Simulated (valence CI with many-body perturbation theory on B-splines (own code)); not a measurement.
Results of a calculation; reference values are marked as such.
Energy levels of Tb15+

Method: relativistic CI+MBPT: four valence electrons over a frozen Dirac-Fock core [Kr] 4d10, radial functions for each j: 7 s, 7 p, 7 d, 7 f, 4 g, 2 h, with the one-electron correlation potential Σ1 (screened to all orders), the two-electron term Σ2, the three-electron term Σ3, Breit, model QED; selected single and double excitations, second order for the rest, scaled by the run's own slope (own B-spline code, finite nucleus).

No measured levels were compared; by estimate terms of the open shell hold to a few per cent of their energy, and close levels can change places; configurations with another count of f electrons can be misplaced by thousands of cm⁻¹.

Levels 181 to 194 of 194, with energies above the lowest level, 4f4 5I_4. "Leading %" is the weight of the configuration and term that name the level; weights of strongly mixed levels are sums over their largest components and can fall short. In the jj column 3d3/2^4 stands for four electrons in 3d with j = 3/2.

```tsv
No.	Configuration	Term	J	E (eV)	Leading %	Leading jj	Second component	g
181	4f2.5s2	3H	4	17.817	52	4f5/2^2 5s^2 (58 %)	39 % 4f4 3H	0.816
182	4f3.5s	1G°	4	17.966	95	4f5/2 4f7/2^2 5s (57 %)		1.004
183	4f4	3P	0	18.124	92	4f7/2^4 (58 %)	5 % 4f4 1S	
184	4f2.5s2	3H	5	18.611	75	4f5/2 4f7/2 5s^2 (75 %)	22 % 4f4 3H	1.031
185	4f2.5s2	3F	2	18.798	82	4f5/2^2 5s^2 (69 %)	10 % 4f4 3F	0.686
186	4f2.5s2	1G	4	19.006	41	4f5/2 4f7/2 5s^2 (61 %)	34 % 4f4 1G	1.027
187	4f2.5s2	3H	6	19.405	86	4f7/2^2 5s^2 (68 %)	11 % 4f4 3H	1.163
188	4f2.5s2	3F	3	19.452	91	4f5/2 4f7/2 5s^2 (91 %)	7 % 4f4 3F	1.082
189	4f2.5s2	3F	4	20.026	52	4f5/2 4f7/2 5s^2 (26 %)	42 % 4f4 1G	1.140
190	4f2.5s2	1G	4	20.894	47	4f7/2^2 5s^2 (68 %)	24 % 4f2.5s2 3F	1.059
191	4f3.5s	3F°	4	21.660	97	4f5/2^2 4f7/2 5s (50 %)		1.245
192	4f2.5s2	1D	2	21.745	74	4f5/2 4f7/2 5s^2 (49 %)	12 % 4f2.5s2 3P	1.042
193	4f3.5s	3F°	3	21.841	93	4f5/2 4f7/2^2 5s (44 %)	5 % 4f3.5s 1F°	1.076
194	4f3.5s	3F°	2	22.049	99	4f5/2 4f7/2^2 5s (86 %)		0.665
```

Names give the largest LS component (configuration and term), which can be under half, so a name can repeat, a term be missing and a line seem to break the LS rules; names also repeat where a configuration has a term twice.
